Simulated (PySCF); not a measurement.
Sn(OH)(NH2)3 (H7N3OSn), SMILES [NH2][Sn]([NH2])([NH2])[OH].

Geometry: PBE0-D3(BJ)/def2-SVP. The def2 effective core potentials stand for the cores of Sn; spin–orbit coupling is left out. One conformer was computed; it need not be the lowest.

Method: PBE/def2-TZVP run with PySCF.

Gas-phase values at a fixed geometry.

* **total energy**: -457.86482 hartree
* **highest occupied level**: -5.96 eV
* **lowest empty level**: -1.59 eV
* **orbital gap**: 4.36 eV
* **dipole moment**: 1.18 D
* **quadrupole, principal values (traceless, Buckingham form, about the centre of nuclear charge)**: -6.11, 1.29, 4.81 D·Å
* **mean static polarisability**: 67.6 bohr³ (10.02 Å³)
* **polarisability, principal values**: 63.2, 69.0, 70.7 bohr³
